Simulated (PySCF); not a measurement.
Simulated Cl 2p region for `[OH][Ga]([Cl])[Cl]` (GaCl2(OH)), binding energy against the vacuum level.

Every computed line was given a Gaussian of 0.6 eV full width at half maximum and an area set by the number of equivalent atoms (split 2:1 within a doublet); the highest printed point is 100. Computed, not measured: PySCF, delta-SCF UKS SCAN, pcX-2 on the ionised atom, pcseg-1 elsewhere, spin-free X2C.

binding energy (eV), intensity and a bar:
```
    205.5          1 
    205.6          2 #
    205.7          6 ##
    205.8         13 ####
    205.9         27 ########
    206.0         47 ##############
    206.1         71 #####################
    206.2         91 ###########################
    206.3        100 ##############################
    206.4         94 ############################
    206.5         76 #######################
    206.6         53 ################
    206.7         31 #########
    206.8         16 #####
    206.9          7 ##
    207.0          3 #
    207.1          1 
    207.2          1 
    207.3          2 
    207.4          4 #
    207.5          9 ###
    207.6         18 #####
    207.7         29 #########
    207.8         41 ############
    207.9         48 ##############
    208.0         50 ###############
    208.1         44 #############
    208.2         33 ##########
    208.3         21 ######
    208.4         12 ###
    208.5          6 ##
    208.6          2 #
    208.7          1 
    208.8          0
```

Task: Count the maxima, the lines and the sites behind this envelope.

Result: The curve has 2 maxima (at 206.3 and 208.0 eV). Under it lie 2 lines from 1 inequivalent chlorine site, drawn as a 2p3/2, 2p1/2 pair.

Task: Decompose the envelope and assign each component. Bonds: Ga1–Cl2, Ga1–Cl3, Ga1–O4. Hydrogens: H5 on O4.

Result: 
```tsv
position (eV)	relative area	line	atoms	environment
206.31	1.33	Cl 2p3/2	Cl2/Cl3	chlorine bonded to Ga
207.97	0.67	Cl 2p1/2	Cl2/Cl3	chlorine bonded to Ga
```

Task: What are the centre and the root-mean-square width of the whole band?

Result: The area-weighted mean of the lines is 206.86 eV. Their own spread about it is 0.78 eV (rms) and each Gaussian has σ = 0.6/2.355 = 0.25 eV; the variances add, which gives 0.82 eV.

The curve has no shake-up lines and no vibrational structure. Topologically equivalent atoms share the value of their first member; where this conformer doesn't relate them by symmetry, their own values could differ. Spin–orbit and ligand-field terms were added within each 2p shell after the spin-free SCF. 2p1/2 minus 2p3/2 (ligand field included): Cl 1.65 eV. One conformer (not necessarily the lowest) at the PBE0-D3(BJ)/def2-SVP geometry, without solvent, vibrations or thermal averaging.
